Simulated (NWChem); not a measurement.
System meant: CH6OSi; SMILES C[SiH2]O

Here is an NWChem input.

```
start job
memory heap 200 mb stack 900 mb global 1100 mb
geometry units angstroms noautoz
  Si     0.454318     0.122995    -0.013676
  C     -0.430590    -1.538598    -0.033584
  O     -0.587535     1.429112    -0.087170
  H      1.314436     0.260569    -1.214991
  H      1.310243     0.189452     1.209918
  H     -1.078290    -1.672733     0.841240
  H      0.302911    -2.355212    -0.027009
  H     -1.049167    -1.649923    -0.931248
  H     -1.164469     1.561740     0.677306
end
basis spherical
  Si library def2-svp
  C library def2-svp
  O library def2-svp
  H library def2-svp
end
dft
  xc xpbe96 cpbe96
  iterations 4
  mulliken
end
task dft energy
```

End of the output:

```
    Atom       Charge   Shell Charges
 -----------   ------   -------------------------------------------------------
    1 Si  14    13.50   2.00  1.93  0.65  0.32  5.81  1.29  1.03  0.48
    2 C    6     6.27   1.96  0.59  0.34  1.90  1.43  0.04
    3 O    8     8.21   1.97  0.88  0.60  2.71  2.03  0.01
    4 H    1     1.10   0.65  0.43  0.02
    5 H    1     1.12   0.65  0.44  0.02
    6 H    1     0.97   0.63  0.27  0.07
    7 H    1     0.96   0.62  0.27  0.07
    8 H    1     0.96   0.62  0.27  0.07
    9 H    1     0.92   0.56  0.18  0.18

 center of mass
 --------------
 x =   0.00831451 y =   0.11169932 z =  -0.01941344

 moments of inertia (a.u.)
 ------------------
         286.168872301399          -0.000000000000           0.000000000000
          -0.000000000000          91.698034804207           0.000000000000
           0.000000000000           0.000000000000         341.362793345452

     Multipole analysis of the density
     ---------------------------------

     L   x y z        total         alpha         beta         nuclear
     -   - - -        -----         -----         ----         -------
     0   0 0 0     -0.000000    -17.000000    -17.000000     34.000000

     1   1 0 0     -0.401564     -0.200782     -0.200782      0.000000
     1   0 1 0     -0.328217     -0.164109     -0.164109      0.000000
     1   0 0 1      0.464037      0.232019      0.232019      0.000000

     2   2 0 0    -19.848673    -34.725325    -34.725325     49.601977
     2   1 1 0     -0.970277     -2.014159     -2.014159      3.058040
     2   1 0 1     -1.372891     -0.087382     -0.087382     -1.198128
     2   0 2 0    -20.769454    -89.556465    -89.556465    158.343475
     2   0 1 1      1.785417     -0.086826     -0.086826      1.959070
     2   0 0 2    -20.147689    -19.070675    -19.070675     17.993662

 ------------------------------------------------------------------------
 dft energy failed                                                                                  0
 ------------------------------------------------------------------------
 ------------------------------------------------------------------------
  current input line :
    25: task dft energy
 ------------------------------------------------------------------------
 ------------------------------------------------------------------------
 This type of error is most commonly associated with calculations not reaching convergence criteria
 ------------------------------------------------------------------------
 For more information see the NWChem manual at https://nwchemgit.github.io

0:dft energy failed:Received an Error in Communication
```

**Question.** Find the fault in this run and fix the input.

**Answer.** Convergence was not reached. Cause: the SCF was allowed too few iterations. This input runs:
```
start job
memory heap 200 mb stack 900 mb global 1100 mb
geometry units angstroms noautoz
  Si     0.454318     0.122995    -0.013676
  C     -0.430590    -1.538598    -0.033584
  O     -0.587535     1.429112    -0.087170
  H      1.314436     0.260569    -1.214991
  H      1.310243     0.189452     1.209918
  H     -1.078290    -1.672733     0.841240
  H      0.302911    -2.355212    -0.027009
  H     -1.049167    -1.649923    -0.931248
  H     -1.164469     1.561740     0.677306
end
basis spherical
  * library def2-svp
end
dft
  xc xpbe96 cpbe96
  iterations 150
  mulliken
end
task dft energy
```
It converges to -405.99307 Ha (PBE/def2-SVP).
